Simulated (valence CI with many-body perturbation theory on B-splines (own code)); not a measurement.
## Ru²³⁺: input, log and results

Calculated by configuration interaction combined with many-body perturbation theory (CI+MBPT): three valence electrons over a frozen Dirac-Fock core [Ar], a basis of 9 s, 9 p, 10 d, 8 f, 5 g, 3 h, 1 i functions for each j, with the one-electron correlation potential Σ1 (screened to all orders), the two-electron term Σ2, the three-electron term Σ3, Breit, model QED; selected single and double excitations, second order for the rest (own B-spline code, finite nucleus).

Command, and the settings that its task file holds:

```sh
python run_cv.py task.json out
```

```
atom Ru  Z=44  mass_number=102  rms_radius_fm=4.4809
core [Ar]
valence 3d3
avg = 1
basis = L
breit = 1
cap = 40000
capref = 1200
cscale = 1
de = 0.0
dress = 0
eps = 2e-08
h = 0.27
hh = 1
l2 = 3
lcore = 6
maxit = 60
n2 = 5
natural = 1
nlev = 60
nno = [6, 6, 7, 6, 4, 3, 1]
nroot = 26
nsp = [3, 3, 3, 2, 1, 0, 0]
pt2 = 1
qed = 1
rpa = 1
s1 = 1
s2 = 1
s3 = 1
screen = 1
tol = 2e-05
```

Roughly how long does this run take on one core of Intel(R) Xeon(R) 6975P-C (Granite Rapids), and how much memory?

35 s on 1 thread of Intel(R) Xeon(R) 6975P-C (Granite Rapids), with other jobs on the host, peak memory 0.56 GiB.

Log. The first blocks belong to the next ion, which gives the ionisation energy. Fields: 2J, parity (1 odd), roots, reference size, generating configurations, candidates as configurations/state functions, variational space P, stored matrix elements, Davidson steps; e2 is the range of second-order energies in hartree. The first line gives the box (bohr), its intervals, the orbitals and the steps of their self-consistent field. Window is the range of levels sought, series limit the energy at which the first omitted orbital would enter, core excitation an estimate of the first excitation out of the core, left out the lowest levels not solved, and shifts from estimates the range by which levels moved from their first estimate, all in cm⁻¹.

```
rmax 4.8 intervals 59 orbitals 81 references ['3d3', '3d2 4s', '3d2 4p'] scf 4 t 0.8
2J=4 par=0 roots 2 ref 48 generators 3 cand 1136/1136 P 896/896 nnz 0 it 0
2J=4 par=0 roots 2 ref 48 generators 4 cand 288/288 P 1051/1051 nnz 0 it 0
   second order: generators 6 cand 133/133 e2 -0.00000 -0.00000
2J=6 par=0 roots 2 ref 38 generators 3 cand 1145/1145 P 742/742 nnz 0 it 0
2J=6 par=0 roots 2 ref 38 generators 6 cand 441/441 P 908/908 nnz 0 it 0
   second order: generators 13 cand 275/275 e2 -0.00000 -0.00000
2J=8 par=0 roots 2 ref 30 generators 2 cand 1073/1073 P 824/824 nnz 0 it 0
2J=8 par=0 roots 2 ref 30 generators 3 cand 279/279 P 972/972 nnz 0 it 0
   second order: generators 5 cand 131/131 e2 -0.00000 -0.00000
reference levels 673, estimated 19, window 268904 1/cm; series limit 7084319, core excitation 1122195
2J=3 par=0 roots 5 ref 71 generators 4 cand 2156/4992 P 2030/5326 nnz 7.5e+06 it 4
2J=3 par=0 roots 5 ref 71 generators 4 cand 1039/2236 P 2490/6443 nnz 1.1e+07 it 4
   second order: generators 5 cand 2106/5082 e2 -0.00001 -0.00000
2J=5 par=0 roots 5 ref 79 generators 3 cand 2490/6861 P 2016/6258 nnz 1e+07 it 6
2J=5 par=0 roots 5 ref 79 generators 3 cand 1221/3179 P 2564/7804 nnz 1.6e+07 it 7
   second order: generators 5 cand 3751/10550 e2 -0.00001 -0.00000
2J=7 par=0 roots 3 ref 66 generators 2 cand 2433/7111 P 1827/5777 nnz 9e+06 it 5
2J=7 par=0 roots 3 ref 66 generators 2 cand 1365/3898 P 2416/7632 nnz 1.5e+07 it 5
   second order: generators 3 cand 2357/7333 e2 -0.00001 -0.00000
2J=9 par=0 roots 3 ref 49 generators 3 cand 2124/6114 P 1669/5244 nnz 7.8e+06 it 4
2J=9 par=0 roots 3 ref 49 generators 3 cand 1273/3415 P 2192/6823 nnz 1.3e+07 it 4
   second order: generators 3 cand 750/1836 e2 -0.00001 -0.00000
2J=1 par=0 roots 2 ref 43 generators 2 cand 1296/2043 P 1715/2796 nnz 2.1e+06 it 4
2J=1 par=0 roots 2 ref 43 generators 2 cand 911/1420 P 2104/3455 nnz 3.2e+06 it 4
   second order: generators 2 cand 522/761 e2 -0.00000 -0.00000
2J=11 par=0 roots 1 ref 25 generators 1 cand 1626/4382 P 1226/3549 nnz 3.8e+06 it 4
2J=11 par=0 roots 1 ref 25 generators 1 cand 1282/3319 P 1651/4776 nnz 6.7e+06 it 4
   second order: generators 1 cand 857/2092 e2 -0.00001 -0.00001
left out: unestimated 3615976, estimated none, shifts from estimates -4 to 28
operators 1.4
```

The Davidson iterations converged.

No measured levels were compared; by estimate terms of the open shell hold to 2 to 4 % of their energy, and close levels can change places. Only levels of the ground parity were solved; by the run's estimate the other parity begins above the list, which can be wrong where configurations are misplaced.

* Valence energy: -130.7488 hartree
* Ionisation energy: 1116 eV (NIST: 1115 ± 4 eV (theoretical))
* Reference configurations for the orbitals: 3d3, 3d2 4s, 3d2 4p
* Radial orbitals: 81
* Box radius: 4.775 bohr
* Largest variational space: 7804
* Lowest levels: 3d³ ⁴F_3/2 0.0, 3d³ ⁴F_5/2 23341, 3d³ ⁴F_7/2 43083, 3d³ ⁴F_9/2 57433, 3d³ ⁴P_3/2 66019, 3d³ ⁴P_1/2 75095, 3d³ ²G_7/2 95969, 3d³ ²H_9/2 100160, 3d³ ⁴P_5/2 105150, 3d³ ²D_3/2 [a] 118210, 3d³ ²P_1/2 126190, 3d³ ²H_11/2 136210, 3d³ ²D_5/2 [a] 145590, 3d³ ²G_9/2 152200 cm⁻¹

Names give the largest LS component (configuration and term), which can be under half, so a name can repeat, a term be missing and a line seem to break the LS rules; names also repeat where a configuration has a term twice. Letters in brackets count levels of one name in rising energy.
